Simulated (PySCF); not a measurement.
**Molecular orbitals of NiO**

PBE0 at R = 1.617 Å; PySCF, no relativity, basis sets Ni def2-TZVP, O def2-TZVP. State: ³Σ⁻ (triplet), unpaired electrons π ↑↑. Only the outer orbitals are listed, counted within each symmetry.

```json
{"spin": "α", "orbital": "3π", "occ.": "1", "ε (eV)": "-11.35", "on Ni (%)": "73", "main shells (%)": "73 Ni d, 27 O p"}
{"spin": "α", "orbital": "3π", "occ.": "1", "ε (eV)": "-11.35", "on Ni (%)": "73", "main shells (%)": "73 Ni d, 27 O p"}
{"spin": "α", "orbital": "8σ", "occ.": "1", "ε (eV)": "-11.26", "on Ni (%)": "54", "main shells (%)": "54 Ni d, 41 O p"}
{"spin": "α", "orbital": "1δ", "occ.": "1", "ε (eV)": "-8.95", "on Ni (%)": "100", "main shells (%)": "100 Ni d"}
{"spin": "α", "orbital": "1δ", "occ.": "1", "ε (eV)": "-8.95", "on Ni (%)": "100", "main shells (%)": "100 Ni d"}
{"spin": "α", "orbital": "4π", "occ.": "1", "ε (eV)": "-8.07", "on Ni (%)": "31", "main shells (%)": "69 O p, 27 Ni d"}
{"spin": "α", "orbital": "4π", "occ.": "1", "ε (eV)": "-8.07", "on Ni (%)": "31", "main shells (%)": "69 O p, 27 Ni d"}
{"spin": "α", "orbital": "9σ", "occ.": "1", "ε (eV)": "-7.30", "on Ni (%)": "57", "main shells (%)": "43 O p, 36 Ni d, 21 Ni s"}
{"spin": "α", "orbital": "10σ", "occ.": "0", "ε (eV)": "-2.81", "on Ni (%)": "93", "main shells (%)": "68 Ni s, 19 Ni p, 9 O p"}
{"spin": "α", "orbital": "5π", "occ.": "0", "ε (eV)": "2.45", "on Ni (%)": "96", "main shells (%)": "82 Ni p, 14 Ni d"}
{"spin": "α", "orbital": "5π", "occ.": "0", "ε (eV)": "2.45", "on Ni (%)": "96", "main shells (%)": "82 Ni p, 14 Ni d"}
{"spin": "β", "orbital": "7σ", "occ.": "1", "ε (eV)": "-23.57", "on Ni (%)": "8", "main shells (%)": "90 O s"}
{"spin": "β", "orbital": "8σ", "occ.": "1", "ε (eV)": "-10.23", "on Ni (%)": "51", "main shells (%)": "50 Ni d, 43 O p"}
{"spin": "β", "orbital": "1δ", "occ.": "1", "ε (eV)": "-7.97", "on Ni (%)": "100", "main shells (%)": "100 Ni d"}
{"spin": "β", "orbital": "1δ", "occ.": "1", "ε (eV)": "-7.95", "on Ni (%)": "100", "main shells (%)": "100 Ni d"}
{"spin": "β", "orbital": "3π", "occ.": "1", "ε (eV)": "-7.92", "on Ni (%)": "48", "main shells (%)": "52 O p, 46 Ni d"}
{"spin": "β", "orbital": "3π", "occ.": "1", "ε (eV)": "-7.92", "on Ni (%)": "48", "main shells (%)": "52 O p, 46 Ni d"}
{"spin": "β", "orbital": "9σ", "occ.": "1", "ε (eV)": "-6.59", "on Ni (%)": "66", "main shells (%)": "34 O p, 33 Ni s, 33 Ni d"}
{"spin": "β", "orbital": "4π", "occ.": "0", "ε (eV)": "-2.43", "on Ni (%)": "61", "main shells (%)": "53 Ni d, 39 O p, 8 Ni p"}
{"spin": "β", "orbital": "4π", "occ.": "0", "ε (eV)": "-2.43", "on Ni (%)": "61", "main shells (%)": "53 Ni d, 39 O p, 8 Ni p"}
{"spin": "β", "orbital": "10σ", "occ.": "0", "ε (eV)": "-2.37", "on Ni (%)": "89", "main shells (%)": "60 Ni s, 18 Ni p, 14 O p"}
```

**Question.** Which are the highest filled and the lowest empty level, where do they sit, and how wide is the gap?

**Answer.** Highest filled β 9σ at -6.59 eV (in %: 34 O p, 33 Ni s, 33 Ni d); lowest empty α 10σ at -2.81 eV (in %: 68 Ni s, 19 Ni p, 9 O p); the gap at PBE0 is 3.78 eV.

| Quantity | Value |
| --- | --- |
| bond order (Mayer) | 1.94 |
| ⟨S²⟩ | 2.039 |
| charge on Ni (Mulliken, basis-dependent) | 0.56 |
| charge on Ni (Löwdin, basis-dependent) | 0.31 |
| dipole moment (positive dipole means Ni(−)O(+)) | -4.91 D |
| polarisability along the bond | 39.3 bohr³ |
| polarisability across the bond | 25.5 bohr³ |

The state is the lowest single determinant that the PBE0 search found; with open d or f shells the true ground state can be another one.
